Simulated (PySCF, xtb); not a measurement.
C3H6GeO, SMILES C[C]1=C[O][GeH2]1.

Harmonic wavenumbers (cm⁻¹) from GFN2-xTB in xtb at its own minimum, in rising order: 88, 224, 239, 265, 372, 447, 486, 539, 563, 653, 783, 844, 995, 1032, 1080, 1137, 1210, 1395, 1469, 1480, 1660, 1829, 1921, 2988, 3002, 3020, 3048.

### Question
What does PBE0-D3(BJ)/def2-SVP in PySCF give at its own minimum? (An estimate is asked for; the answer gives what the named calculation found.)

### Answer
150, 244, 250, 322, 491, 525, 552, 590, 680, 721, 882, 940, 992, 1040, 1158, 1206, 1291, 1397, 1443, 1462, 1690, 2161, 2170, 3035, 3113, 3132, 3161. Paired by order, the mean absolute difference is 78 cm⁻¹ and the zero-point energies are 46.8 and 49.7 kcal/mol.
